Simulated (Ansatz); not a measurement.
Os₄. Charge 0, multiplicity 1. Geometry r2SCAN-D4/def2-SVP; atoms count from 1.

```csv
atom,x (Å),y (Å),z (Å)
Os1,0.344,-0.069,1.676
Os2,0.722,1.110,-0.256
Os3,0.246,-0.744,-1.522
Os4,-1.311,-0.296,0.103
```

In the def2 sets Os takes a core potential; there is no spin–orbit coupling. The restricted singlet is unstable towards broken spin symmetry at other levels; at PBE0-D4/def2-TZVP this wasn't settled. At PBE0-D4/def2-TZVP a triplet of charge 0 lies 0.94 eV below the restricted singlet, each at its own geometry. The structure comes from a short search, and lower isomers may exist.

(1) Estimate the Mulliken populations from the PBE0/def2-TZVP orbitals of Ansatz.

(2) And the Mayer bond orders between heavy atoms (over 0.3)?

Results:

(1) 
| atom | charge (e) | d electrons |
| --- | --- | --- |
| Os1 | -0.16 | 6.70 |
| Os2 | 0.16 | 6.74 |
| Os3 | -0.16 | 6.70 |
| Os4 | 0.16 | 6.75 |
Mulliken values depend strongly on the basis.

(2) Os1–Os2 1.85 (2.29 Å); Os1–Os3 0.93 (3.27 Å); Os1–Os4 1.85 (2.29 Å); Os2–Os3 1.85 (2.29 Å); Os2–Os4 1.32 (2.50 Å); Os3–Os4 1.85 (2.29 Å).
